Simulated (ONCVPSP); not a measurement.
# C (Z = 6): ONCV pseudisation with PBE, scalar-relativistic reference atom.

carbon (C), optimised norm-conserving Vanderbilt (ONCV), made with ONCVPSP 4.0.1 (PBE, scalar-relativistic). Core [He], reference 2s2 2p2. Waves: 2s: rc 1.00 bohr, ncon 5, nbas 8, qcut 7.9 1/bohr, 2 projectors, debl 3.5 Ha; 2p: rc 2.10 bohr, ncon 4, nbas 8, qcut 6.3 1/bohr, 1 projector. Local part: polynomial inside 0.95 bohr (lpopt 5, dvloc0 0 Ha). Core correction: Teter function, fcfact 2.5, rcfact 1.5.

- Cutoffs needed: 20 Ha and 113 Ha (the cutoffs (Ha) at which the residual kinetic energy of the hardest occupied pseudo-wave falls to 1 and 0.1 mHa per electron)
- Ghost test: no bound ghost flagged; no localised positive-energy state flagged
- Largest excitation error: +721 meV (all-electron minus pseudo) for 2s1 2p0, out of 4 test configurations
- rms error of d²Exc/dni dnj: 1.96 mHa without and 1.43 mHa with the model core
